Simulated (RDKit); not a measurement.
RDKit input (UFF):

```python
from rdkit import Chem
from rdkit.Chem import AllChem, rdDetermineBonds

mol = Chem.MolFromXYZFile('mol.xyz')
rdDetermineBonds.DetermineBonds(mol, charge=-1)
print('SMILES', Chem.MolToSmiles(Chem.RemoveHs(mol)))
ff = AllChem.UFFGetMoleculeForceField(mol)
e0 = ff.CalcEnergy()
flag = ff.Minimize(maxIts=5000, forceTol=1e-5)
print(f'energy {e0:.4f} -> {ff.CalcEnergy():.4f} kcal/mol, converged: {flag == 0}')
print(Chem.MolToXYZBlock(mol))
```
mol.xyz:
```
14

O     -0.39775600    -0.02280300    -1.97482300
Si     0.04728900    -0.11328600    -0.32880600
Si     1.73807300    -1.61581700     0.29452400
Si    -1.98016900    -0.49632500     0.82076600
Si     0.53808900     2.11452200     0.28340800
H      0.14584900    -0.64820000    -2.46589000
H      2.62433100    -1.11505700    -0.85386200
H      1.06758400    -2.72904100    -0.52167600
H     -2.47701100    -1.89848400     0.68181100
H     -3.11866600     0.36323200     0.36880100
H     -1.86214300    -0.25182500     2.28881600
H     -0.45808300     3.12163700    -0.19892700
H      1.85306200     2.59079400    -0.24216000
H      0.60116800     2.30205400     1.76318400
```

Output:

```
[05:28:52] UFFTYPER: Unrecognized charge state for atom: 2
SMILES O[Si]([SiH2-])([SiH3])[SiH3]
energy 20.4619 -> -1.9836 kcal/mol, converged: True
14

O     -0.360406    0.209106   -2.036716
Si    -0.051838    0.112368   -0.351085
Si     1.769669   -1.126296    0.012542
Si    -1.798375   -0.816044    0.683238
Si     0.277115    2.162956    0.463898
H     -0.496368   -0.729391   -2.322095
H      2.918533   -0.507175   -0.664433
H      1.549998   -2.477030   -0.524839
H     -2.013967   -2.169822    0.151868
H     -2.994856    0.005645    0.449202
H     -1.523821   -0.888810    2.125765
H     -0.923632    2.978075    0.228603
H      1.432469    2.774516   -0.208967
H      0.537096    2.073302    1.908184
```

The dipole moment of an ion depends on the origin.

The geometry given is a B3LYP-D3(BJ)/def2-TZVP minimum.
